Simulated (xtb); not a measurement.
C20F40, SMILES C(F)(C(C(F)(C(C(F)(C(=C(C(F)(C(F)(C(C(F)(F)C(F)(F)C(F)(C(C(F)(C(F)(F)F)F)(F)F)F)(F)F)F)F)F)F)F)(F)F)F)(F)F)(F)C(F)(F)C(F)(F)C(C(F)(F)F)(F)F. All values are semi-empirical tight-binding results from xtb (GFN2-xTB unless named), good for trends rather than for accurate numbers. The structure is a stationary point at GFN2-xTB. Other conformers were not sampled.

Optimised geometry:

Bond lengths (Å): F1–C2 1.328, C2–F3 1.324, C2–F4 1.325, C2–C5 1.564, C5–F6 1.339, C5–F7 1.345, C5–C8 1.569, C8–F9 1.343, C8–F10 1.341, C8–C11 1.567, C11–F12 1.340, C11–F13 1.341, C11–C14 1.572, C14–F15 1.337, C14–F16 1.344, C14–C17 1.566, C17–F18 1.340, C17–F19 1.342, C17–C20 1.563, C20–F21 1.341, C20–F22 1.343, C20–C23 1.566, C23–F24 1.345, C23–F25 1.341, C23–C26 1.562, C26–F27 1.346, C26–F28 1.350, C26–C29 1.525, C29–F30 1.323, C29–C31 1.336, C31–F32 1.320, C31–C33 1.525, C33–F34 1.341, C33–F35 1.344, C33–C36 1.569, C36–F37 1.347, C36–F38 1.341, C36–C39 1.566, C39–F40 1.345, C39–F41 1.339, C39–C42 1.559, C42–F43 1.341, C42–F44 1.344, C42–C45 1.568, C45–F46 1.345, C45–F47 1.343, C45–C48 1.564, C48–F49 1.342, C48–F50 1.344, C48–C51 1.564, C51–F52 1.343, C51–F53 1.343, C51–C54 1.562, C54–F55 1.341, C54–F56 1.342, C54–C57 1.566, C57–F58 1.326, C57–F59 1.326, C57–F60 1.324. Angles (°): F1–C2–F3 108.2, F1–C2–F4 108.6, F1–C2–C5 111.0, F3–C2–F4 108.3, F3–C2–C5 109.7, F4–C2–C5 110.8, C2–C5–F6 108.5, C2–C5–F7 108.2, C2–C5–C8 112.9, F6–C5–F7 107.0, F6–C5–C8 109.1, F7–C5–C8 110.9, C5–C8–F9 109.6, C5–C8–F10 109.3, C5–C8–C11 113.8, F9–C8–F10 106.5, F9–C8–C11 107.8, F10–C8–C11 109.6, C8–C11–F12 108.2, C8–C11–F13 109.5, C8–C11–C14 113.2, F12–C11–F13 106.3, F12–C11–C14 110.3, F13–C11–C14 109.1, C11–C14–F15 108.6, C11–C14–F16 110.1, C11–C14–C17 112.6, F15–C14–F16 107.1, F15–C14–C17 108.7, F16–C14–C17 109.6, C14–C17–F18 108.4, C14–C17–F19 110.0, C14–C17–C20 111.5, F18–C17–F19 107.8, F18–C17–C20 110.6, F19–C17–C20 108.4, C17–C20–F21 108.5, C17–C20–F22 109.6, C17–C20–C23 115.3, F21–C20–F22 107.1, F21–C20–C23 109.0, F22–C20–C23 107.0, C20–C23–F24 106.5, C20–C23–F25 109.1, C20–C23–C26 115.3, F24–C23–F25 107.5, F24–C23–C26 108.8, F25–C23–C26 109.3, C23–C26–F27 109.3, C23–C26–F28 108.9, C23–C26–C29 112.0, F27–C26–F28 106.5, F27–C26–C29 110.1, F28–C26–C29 109.8, C26–C29–F30 116.2, C26–C29–C31 122.6, F30–C29–C31 121.2, C29–C31–F32 121.7, C29–C31–C33 124.4, F32–C31–C33 113.9, C31–C33–F34 109.7, C31–C33–F35 110.5, C31–C33–C36 110.5, F34–C33–F35 107.5, F34–C33–C36 110.0, F35–C33–C36 108.6, C33–C36–F37 108.4, C33–C36–F38 108.3, C33–C36–C39 117.2, F37–C36–F38 106.7, F37–C36–C39 106.6, F38–C36–C39 109.2, C36–C39–F40 106.2, C36–C39–F41 109.3, C36–C39–C42 115.0, F40–C39–F41 107.3, F40–C39–C42 109.1, F41–C39–C42 109.7, C39–C42–F43 109.4, C39–C42–F44 108.7, C39–C42–C45 116.0, F43–C42–F44 107.1, F43–C42–C45 110.0, F44–C42–C45 105.1, C42–C45–F46 106.4, C42–C45–F47 107.5, C42–C45–C48 121.1, F46–C45–F47 106.9, F46–C45–C48 107.6, F47–C45–C48 106.5, C45–C48–F49 109.1, C45–C48–F50 106.4, C45–C48–C51 118.2, F49–C48–F50 106.3, F49–C48–C51 108.0, F50–C48–C51 108.3, C48–C51–F52 106.9, C48–C51–F53 109.5, C48–C51–C54 115.6, F52–C51–F53 106.9, F52–C51–C54 109.1, F53–C51–C54 108.5, C51–C54–F55 111.1, C51–C54–F56 109.2, C51–C54–C57 111.9, F55–C54–F56 107.5, F55–C54–C57 108.4, F56–C54–C57 108.7, C54–C57–F58 110.5, C54–C57–F59 111.2, C54–C57–F60 109.8, F58–C57–F59 108.5, F58–C57–F60 108.3, F59–C57–F60 108.4.
Charge 0, spin multiplicity 1.

Computed properties:
```
Quantity                                         Value
--------------------------------------  --------------
orbital gap                                    4.50 eV
dipole moment                                   0.16 D
zero-point energy                       139.2 kcal/mol
G − E(el) at 298.15 K (modified RRHO)    81.5 kcal/mol
static polarisability (D4 model)           282.2 bohr³
solvation energy, GFN2-xTB/ALPB(water)    5.0 kcal/mol
solvation energy, GFN2-xTB/ALPB(dmso)    -2.9 kcal/mol
```

Computed IR lines (harmonic; lines under 4 % of the strongest left out, lines within 3 cm⁻¹ merged):
ν (cm⁻¹): 478 (w), 674 (m), 729 (w), 778 (m), 836 (w), 1043 (w), 1054 (w), 1062 (w), 1066 (w), 1083 (w), 1087 (w), 1098 (m), 1108 (w), 1116 (w), 1124 (m), 1129 (m), 1133 (w), 1138 (vs), 1144 (m), 1148 (m), 1159 (w), 1234 (m) (against the strongest line: vs over 80 %, s over 45 %, m over 15 %, w over 4 %, vw less)

### Question
Give the atomic charges and the Wiberg bond orders between heavy atoms. (Estimate from the structure and the level; the computed values follow.)

### Answer
charges (e) F1 -0.16, C2 0.49, F3 -0.15, F4 -0.16, C5 0.31, F6 -0.15, F7 -0.17, C8 0.32, F9 -0.16, F10 -0.16, C11 0.32, F12 -0.16, F13 -0.16, C14 0.32, F15 -0.15, F16 -0.18, C17 0.32, F18 -0.16, F19 -0.17, C20 0.32, F21 -0.16, F22 -0.16, C23 0.32, F24 -0.16, F25 -0.16, C26 0.33, F27 -0.17, F28 -0.18, C29 0.14, F30 -0.13, C31 0.15, F32 -0.11, C33 0.33, F34 -0.16, F35 -0.17, C36 0.32, F37 -0.17, F38 -0.16, C39 0.32, F40 -0.17, F41 -0.16, C42 0.31, F43 -0.17, F44 -0.16, C45 0.32, F46 -0.16, F47 -0.15, C48 0.32, F49 -0.16, F50 -0.15, C51 0.31, F52 -0.16, F53 -0.17, C54 0.31, F55 -0.16, F56 -0.17, C57 0.49, F58 -0.16, F59 -0.16, F60 -0.15. Bond orders F1–C2 0.97, C2–F3 0.99, C2–F4 0.98, C2–C5 0.89, C5–F6 0.99, C5–F7 0.97, C5–C8 0.90, C8–F9 0.98, C8–F10 0.98, C8–C11 0.90, C11–F12 0.99, C11–F13 0.98, C11–C14 0.90, C14–F15 0.99, C14–F16 0.97, C14–C17 0.90, C17–F18 0.98, C17–F19 0.98, C17–C20 0.91, C20–F21 0.98, C20–F22 0.98, C20–C23 0.90, C23–F24 0.98, C23–F25 0.98, C23–C26 0.91, C26–F27 0.97, C26–F28 0.96, C26–C29 0.94, C29–F30 1.03, C29–C31 1.73, C31–F32 1.04, C31–C33 0.94, C33–F34 0.98, C33–F35 0.97, C33–C36 0.89, C36–F37 0.98, C36–F38 0.98, C36–C39 0.90, C39–F40 0.98, C39–F41 0.99, C39–C42 0.91, C42–F43 0.98, C42–F44 0.98, C42–C45 0.90, C45–F46 0.98, C45–F47 0.99, C45–C48 0.91, C48–F49 0.98, C48–F50 0.98, C48–C51 0.91, C51–F52 0.98, C51–F53 0.98, C51–C54 0.91, C54–F55 0.98, C54–F56 0.98, C54–C57 0.88, C57–F58 0.98, C57–F59 0.98, C57–F60 0.99.
